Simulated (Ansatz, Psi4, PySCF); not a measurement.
dihydrogen (H$_{2}$), singlet, at the geometry of the source list. Base run: WB97M-V/6-31G** in PySCF.

Input for PySCF:
```python
from pyscf import gto, scf, dft

mol = gto.Mole()
mol.atom = '''
    H     0.00000000    0.00000000    0.36858300
    H     0.00000000    0.00000000   -0.36858300
'''
mol.basis = '6-31g**'
mol.verbose = 3
mol.build()

mf = dft.RKS(mol)
mf.xc = 'wb97m_v'
mf.kernel()
```

The same geometry, method and basis name were run in Ansatz (an electronic-structure program) and Psi4 and PySCF, at each program's defaults and at the settings that a row names. The base is PySCF at its defaults. Differences at the defaults can come from grids, fitting, cores and function types together.

```tsv
code and settings	ΔE vs base (mEh)	basis functions	E (Eh)	SCF cycles
PySCF, defaults (exact integrals, its default grid, spherical functions)	0.000	10	-1.15941	4
Psi4, defaults (density fitting with its default set, its default grid, Cartesian functions)	-0.035	10	-1.15944	4
Ansatz, defaults (factorised integrals, its default grid, spherical functions)	-0.002	10	-1.15941	-
PySCF, density fitting with def2-universal-jkfit	-0.024	10	-1.15943	4
PySCF, fine grid	0.000	10	-1.15941	4
Psi4, exact integrals, spherical functions, fine grid	0.000	10	-1.15941	4
Ansatz, high accuracy	0.000	10	-1.15941	-
```
